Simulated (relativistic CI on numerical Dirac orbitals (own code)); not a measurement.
# Level scheme of Pb⁸⁺

Computed by Dirac-Coulomb-Breit CI, KLI orbitals optimised for each configuration, a model potential for QED, unscaled Slater integrals (own radial code, finite nucleus).

Configurations in the expansion (outside the closed core [Kr] 4d10 4f14): 5s²5p⁶5d⁶, 5s²5p⁶5d⁵6s, 5s²5p⁶5d⁵5f, 5s²5p⁵5d⁷, 5s²5p⁶5d⁵6p, 5s²5p⁶5d⁵5g, 5s²5p⁶5d⁴6s6p, 5s²5p⁶5d⁴5f6s, 5s²5p⁶5d⁵6d, 5s²5p⁶5d⁵7s, 5s5p⁶5d⁷, 5s²5p⁶5d⁵7p, 5s²5p⁶5d⁵6f, 5s²5p⁶5d⁵7d, 5s²5p⁵5d⁶5g, 5s²5p⁶5d⁵8s, 5s5p⁶5d⁶6s, 5s²5p⁶5d⁴6s², 5s²5p⁶5d³5f6s², 5s²5p⁶5d³6s²6p, 5s²5p⁶5d³5g6s², 5s²5p⁶5d³6s²6d, 5p⁶5d⁸, 5p⁵5d⁹, 5s5p⁶5d⁵6s², 5s5p⁶5d⁴5f6s², 5s5p⁶5d⁴6s²6p, 5s5p⁶5d⁴5g6s², 5s5p⁶5d⁴6s²6d. Double excitations out of closed p, d and f shells are left out; levels of such configurations are missing from the list, as are those of other unlisted configurations, and high levels can miss mixing partners. These lack a partner that the ground configuration has and come out too high: 5s²5p⁵5d⁶5g.

The lowest level is 5s²5p⁶5d⁶ ⁵D4, with 68 % of that term; Hund's rules for 5s²5p⁶5d⁶ give ⁵D with J = 4, in agreement.

```csv
No.,Configuration,Term,J,E (eV),%,Next component (%),jj configuration (%)
1,5s²5p⁶5d⁶,⁵D,4,0.0000,68,24 ³F,5d5/2^2 (72)
2,5s²5p⁶5d⁶,⁵D,2,1.1364,40,38 ³P,5d5/2^2 (76)
3,5s²5p⁶5d⁶,⁵D,3,1.9832,86,9 ³F,5d3/2^3 5d5/2^3 (82)
4,5s²5p⁶5d⁶,⁵D,0,2.4213,60,28 ³P,5d5/2^2 (44)
5,5s²5p⁶5d⁶,⁵D,1,2.6151,73,21 ³P,5d3/2^3 5d5/2^3 (83)
6,5s²5p⁶5d⁶,³H,4,3.2819,25,23 ¹G,5d3/2^3 5d5/2^3 (70)
7,5s²5p⁶5d⁶,³G,5,4.3120,53,47 ³H,5d3/2^3 5d5/2^3 (99)
8,5s²5p⁶5d⁶,³H,6,4.3819,79,21 ¹I,5d3/2^3 5d5/2^3 (96)
9,5s²5p⁶5d⁶,⁵D,2,4.9355,37,31 ³F,5d3/2^3 5d5/2^3 (39)
10,5s²5p⁶5d⁶,³F,3,5.1237,42,34 ³G,5d3/2^3 5d5/2^3 (86)
11,5s²5p⁶5d⁶,³F,2,5.3684,38,36 ³P,5d3/2^2 5d5/2^4 (50)
12,5s²5p⁶5d⁶,¹S,0,6.5032,56,32 ⁵D,5d3/2^2 5d5/2^4 (66)
13,5s²5p⁶5d⁶,³H,4,6.5314,46,23 ³G,5d3/2^2 5d5/2^4 (63)
14,5s²5p⁶5d⁶,³D,1,6.6317,67,24 ³P,5d3/2^3 5d5/2^3 (73)
15,5s²5p⁶5d⁶,³D,2,6.8511,58,25 ³P,5d3/2^3 5d5/2^3 (54)
16,5s²5p⁶5d⁶,³G,4,6.9374,36,34 ³F,5d3/2^2 5d5/2^4 (59)
17,5s²5p⁶5d⁶,³H,5,7.3334,53,46 ³G,5d3/2^2 5d5/2^4 (99)
18,5s²5p⁶5d⁶,³D,3,7.4287,62,27 ³F,5d3/2^2 5d5/2^4 (49)
19,5s²5p⁶5d⁶,³P,0,7.4421,95,4 ¹S,5d3/2^3 5d5/2^3 (49)
20,5s²5p⁶5d⁶,³F,3,7.9048,36,33 ¹F,5d3/2^2 5d5/2^4 (69)
21,5s²5p⁶5d⁶,¹I,6,8.1415,79,21 ³H,5d3/2^2 5d5/2^4 (96)
22,5s²5p⁶5d⁶,³F,3,8.1848,34,33 ¹F,5d3/2^3 5d5/2^3 (57)
23,5s²5p⁶5d⁶,³P,1,8.9905,71,25 ³D,5d3/2^2 5d5/2^4 (62)
24,5s²5p⁶5d⁶,¹G,4,9.4538,64,24 ³F,5d3/2^2 5d5/2^4 (62)
25,5s²5p⁶5d⁶,¹D,2,9.4728,49,26 ³P,5d3/2^2 5d5/2^4 (70)
26,5s²5p⁶5d⁶,³P,1,10.3003,83,14 ⁵D,5d3/2 5d5/2^5 (54)
27,5s²5p⁶5d⁶,³F,2,11.1411,85,8 ³D,5d3/2^2 5d5/2^4 (87)
28,5s²5p⁶5d⁶,³F,4,11.2165,74,11 ³G,5d3/2^2 5d5/2^4 (62)
29,5s²5p⁶5d⁶,¹G,4,12.8947,74,16 ³F,5d3/2 5d5/2^5 (45)
30,5s²5p⁶5d⁶,³P,2,13.0619,64,18 ¹D,5d3/2 5d5/2^5 (76)
31,5s²5p⁶5d⁶,³F,3,13.1980,52,27 ¹F,5d3/2 5d5/2^5 (85)
32,5s²5p⁶5d⁶,³P,0,13.4528,56,36 ¹S,5d5/2^6 (79)
33,5s²5p⁶5d⁶,¹D,2,14.9856,93,2 ³D,5d3/2^2 5d5/2^4 (84)
34,5s²5p⁶5d⁶,¹S,0,19.0610,90,9 ³P,5d3/2^2 5d5/2^4 (76)
35,5d⁵(6S)6s,⁷S,3,27.7116,75,20 ⁵P,5d3/2^3 5d5/2^2 6s (41)
36,5d⁵(6S)6s,⁵S,2,30.5238,35,18 ³P,5d5/2 6s (71)
37,5d⁵(4D)6s,⁵D,3,31.4533,17,17 ³D,5d5/2 6s (58)
38,5d⁵(4G)6s,⁵G,2,32.0338,40,30 ⁵S,5d3/2^3 5d5/2^2 6s (75)
39,5d⁵(4G)6s,⁵G,4,32.8261,51,19 ⁵D,5d3/2^3 5d5/2^2 6s (88)
40,5d⁵(4D)6s,⁵D,2,33.0813,40,30 ⁵P,5d3/2^3 5d5/2^2 6s (78)
41,5d⁵(4G)6s,⁵G,6,33.1252,72,21 ³H,5d3/2^3 5d5/2^2 6s (76)
42,5d⁵(4G)6s,⁵G,5,33.3020,72,11 ³H,5d3/2^3 5d5/2^2 6s (68)
43,5d⁵(4D)6s,⁵D,1,33.3032,42,39 ⁵P,5d3/2^3 5d5/2^2 6s (79)
44,5d⁵(4G)6s,⁵G,3,33.3150,56,11 ⁵D,5d3/2^3 5d5/2^2 6s (55)
45,5d⁵(4D)6s,⁵D,3,34.2669,30,25 ³G,5d3/2^3 5d5/2^2 6s (86)
```

Energies count from the lowest computed level. Percentages are summed over parent terms; the parents shown are those of the largest component, closed shells are left out there. Filled j subshells are mostly left out of the jj labels.

The mean weight of the leading LS term, summed over parents, in these 45 levels is 58 %, and that of the leading jj configuration (from the same eigenvectors) 70 %, so jj coupling describes them better and the LS labels are nominal.

At this charge configurations can still be misplaced by up to about 7 % of their energy. Terms inside the open d or f shell come out 10 to 20 % too wide with unscaled integrals. Levels and lines within the n = 5 or 6 shells can be off by up to 10 % or somewhat more, and those that change n by about 2 %, since core polarisation is missing.

LS names give the leading component of a level, which can be under half, so a name can repeat, a term be missing and a line seem to break the LS rules.
